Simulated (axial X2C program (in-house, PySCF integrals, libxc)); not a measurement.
Nuclear properties of AlAs

Calculated with an in-house all-electron X2C program for linear molecules (integrals from PySCF): two-component X2C with atomic mean-field Coulomb and Gaunt terms, Gaussian nuclei, basis As dyall-cv3z, Al dyall-v3z with contracted cores.

R = 2.529 Å (near the PBE0 minimum at charge 0 of the determinant lowest at the starting distance; the state shown can have its own minimum elsewhere).

Input and command:
```json
{"zs": [33, 13], "q": 0, "bas": ["dyall-cv3z", "dyall-v3z"], "r0": 2.47, "levels": ["PBE0", "HF", "PBE50", "PBE", "LDA"], "nst": 3}
```
```bash
python soeom.py task.json out
```

Keys: zs atomic numbers; q charge; bas basis sets; r0 starting distance in Å; levels methods; nst determinants followed.

Determinant lowest in the PBE0 search, Ω = 1 (⟨Sz⟩ = 0.98, ⟨Lz⟩ = 0.02 at PBE0), spin on the atoms As 0.92, Al 0.06:

```tsv
level	Eeff magnitude (GV/cm)	Ws magnitude As (kHz)	Ws magnitude Al (kHz)	A∥/gI As (MHz)	qzz As (a.u.)	A∥/gI Al (MHz)	qzz Al (a.u.)	μ (D)
PBE0	0.104	0.0325	0.00442	-381	-4.36	-10	-1.10	0.85
HF	0.142	0.0185	0.0566	-295	-3.80	-34.6	-1.05	1.22
PBE50	0.0908	0.028	0.00637	-360	-4.25	-8.45	-1.11	0.98
PBE	0.109	0.0361	0.00457	-376	-4.45	-14.8	-1.07	0.71
LDA	0.0352	0.0118	0.0108	-212	-4.20	-31.2	-1.03	0.97
```

Eeff is the effective electric field on the electron electric dipole moment in this Ω state and Ws the scalar–pseudoscalar constant of the nucleus named (defined with the proton number Z and per Ω); A∥ (defined per Ω) follows by multiplying with gI = μI/(I μN); qzz is the electric field gradient, eQq0 = 234.96 MHz × Q/barn × qzz; μ is positive if the Al end (last atom) is positive. The operators were transformed with the bare-nucleus X2C matrices; with these basis sets, hyperfine constants and field gradients can be off by tens of per cent, and where levels differ in sign neither size nor sign is settled.

Problem. With gI(75As) = 0.9597, Q(75As) = 0.311 barn, Q(27Al) = 0.1466 barn (g factors from the IAEA table of nuclear moments by Stone; Q from Pyykkö, Mol. Phys. 2018), turn the PBE0 values of the first state into constants in MHz.

Solution. A∥(75As) = -381 × 0.9597 = -366 MHz; eQq0(75As) = 234.96 × (0.311) × (-4.36) = -319 MHz; eQq0(27Al) = 234.96 × (0.1466) × (-1.10) = -37.9 MHz.

Each state is one determinant with collinear spin, which with several unpaired electrons need not be a pure state. Unrestricted Hartree–Fock can overshoot spin polarisation at the nuclei. In the state Ω = 1 the sign of Eeff differs between levels (HF against PBE0). With several open shells hyperfine constants can be off by a factor of several. Where Eeff spreads by more than a factor of two the levels disagree and none is to be relied on. Open-shell Ω = 0 determinants with evenly filled partner blocks cannot be reached by this program, so the Ω shown need not be the lowest component. At LDA a later determinant lies lower. States lie within half an eV, so the first need not be the ground state. The sign of Ws at As differs between levels in the first state. Further determinants of the search, some of them spin-mixed, are not shown. Where a field gradient or hyperfine factor spreads by more than a factor of two over the levels, a constant derived from it is not to be relied on.
